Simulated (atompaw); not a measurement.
**An all-electron radial function and its pseudo partner (beryllium)**

Columns: radius, all-electron u(r) and pseudo u(r) of the 2s shell (level -6.11 eV) of beryllium in the configuration [He] 2s1 2p1; PBEsol, scalar-relativistic, PAW (atompaw) scheme, atompaw 4.2.0.5.

```json
{"r (bohr)": "0.115", "all-electron": "-0.2132", "pseudo": "0.0694"}
{"r (bohr)": "0.231", "all-electron": "-0.2542", "pseudo": "0.1385"}
{"r (bohr)": "0.346", "all-electron": "-0.2077", "pseudo": "0.2050"}
{"r (bohr)": "0.462", "all-electron": "-0.1195", "pseudo": "0.2693"}
{"r (bohr)": "0.577", "all-electron": "-0.0161", "pseudo": "0.3295"}
{"r (bohr)": "0.692", "all-electron": "0.0892", "pseudo": "0.3854"}
{"r (bohr)": "0.808", "all-electron": "0.1898", "pseudo": "0.4369"}
{"r (bohr)": "0.923", "all-electron": "0.2801", "pseudo": "0.4826"}
{"r (bohr)": "1.038", "all-electron": "0.3594", "pseudo": "0.5228"}
{"r (bohr)": "1.154", "all-electron": "0.4283", "pseudo": "0.5575"}
{"r (bohr)": "1.269", "all-electron": "0.4860", "pseudo": "0.5861"}
{"r (bohr)": "1.385", "all-electron": "0.5336", "pseudo": "0.6092"}
{"r (bohr)": "1.500", "all-electron": "0.5708", "pseudo": "0.6267"}
{"r (bohr)": "1.615", "all-electron": "0.5989", "pseudo": "0.6389"}
{"r (bohr)": "1.731", "all-electron": "0.6189", "pseudo": "0.6465"}
{"r (bohr)": "1.846", "all-electron": "0.6315", "pseudo": "0.6496"}
{"r (bohr)": "1.962", "all-electron": "0.6377", "pseudo": "0.6489"}
{"r (bohr)": "2.077", "all-electron": "0.6384", "pseudo": "0.6446"}
{"r (bohr)": "2.192", "all-electron": "0.6343", "pseudo": "0.6374"}
{"r (bohr)": "2.308", "all-electron": "0.6262", "pseudo": "0.6274"}
{"r (bohr)": "2.423", "all-electron": "0.6149", "pseudo": "0.6152"}
{"r (bohr)": "2.538", "all-electron": "0.6008", "pseudo": "0.6008"}
{"r (bohr)": "2.654", "all-electron": "0.5844", "pseudo": "0.5844"}
{"r (bohr)": "2.769", "all-electron": "0.5665", "pseudo": "0.5665"}
{"r (bohr)": "2.885", "all-electron": "0.5470", "pseudo": "0.5470"}
{"r (bohr)": "3.000", "all-electron": "0.5267", "pseudo": "0.5267"}
```

(1) How many radial nodes do the two functions have?

(2) At about which radius was the pseudo-wave matched?

(3) Where does each function peak?

(4) Is the pseudo-wave norm-conserving?

Answers

(1) The all-electron 2s function has n − l − 1 = 1; the pseudo-wave has 0, since the states of the same l below it are removed with the core.

(2) 2.60 bohr. The columns agree to 0.0005 from 2.42 bohr on; several derivatives are matched, so the curves merge somewhat inside the radius.

(3) Outermost all-electron maximum near 2.08 bohr, pseudo maximum near 1.85 bohr (to the table’s step).

(4) No, it belongs to a PAW set: the norm inside the radius is not constrained, and the difference is carried by the augmentation charge.
